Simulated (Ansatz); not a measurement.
One change: `[SnH3][C]1=CO1` becomes `CC1=CO1`.

Ansatz, PBE0-D4/def2-TZVP geometries, multiplicity 1. 

Elements past krypton have def2 core potentials.

```tsv
property	`[SnH3][C]1=CO1`
HOMO energy (ωB97M-V/def2-TZVPP) / eV	-8.51
HOMO–LUMO gap (PBE0/def2-TZVPP) / eV	4.61
HOMO–LUMO gap (ωB97M-V/def2-TZVPP) / eV	9.01
HOMO energy (PBE/def2-TZVPP) / eV	-5.04
ideal-gas entropy at 298 K and 1 bar (rigid rotor, harmonic PBE0-D4/def2-TZVP) / J/(mol·K)	345
HOMO–LUMO gap (B3LYP/def2-TZVPP) / eV	4.15
```

**Question.** What does the change do to each property? (An estimate is asked.)

**Answer.** Ansatz gave: 
```json
{"property": "HOMO energy (ωB97M-V/def2-TZVPP) / eV", "`CC1=CO1`": "-8.83", "shift": "-0.32"}
{"property": "HOMO–LUMO gap (PBE0/def2-TZVPP) / eV", "`CC1=CO1`": "5.40", "shift": "0.79"}
{"property": "HOMO–LUMO gap (ωB97M-V/def2-TZVPP) / eV", "`CC1=CO1`": "9.94", "shift": "0.93"}
{"property": "HOMO energy (PBE/def2-TZVPP) / eV", "`CC1=CO1`": "-5.25", "shift": "-0.21"}
{"property": "ideal-gas entropy at 298 K and 1 bar (rigid rotor, harmonic PBE0-D4/def2-TZVP) / J/(mol·K)", "`CC1=CO1`": "293", "shift": "-52"}
{"property": "HOMO–LUMO gap (B3LYP/def2-TZVPP) / eV", "`CC1=CO1`": "4.92", "shift": "0.77"}
```

With PBE0 the HOMO falls by 0.25 eV and the LUMO rises by 0.53 eV, so the gap widens by about 0.78 eV. PBE moves the HOMO by -0.21 eV and ωB97M-V by -0.32 eV.

B3LYP here is the variant with VWN-RPA as its local correlation; programs differ in this.
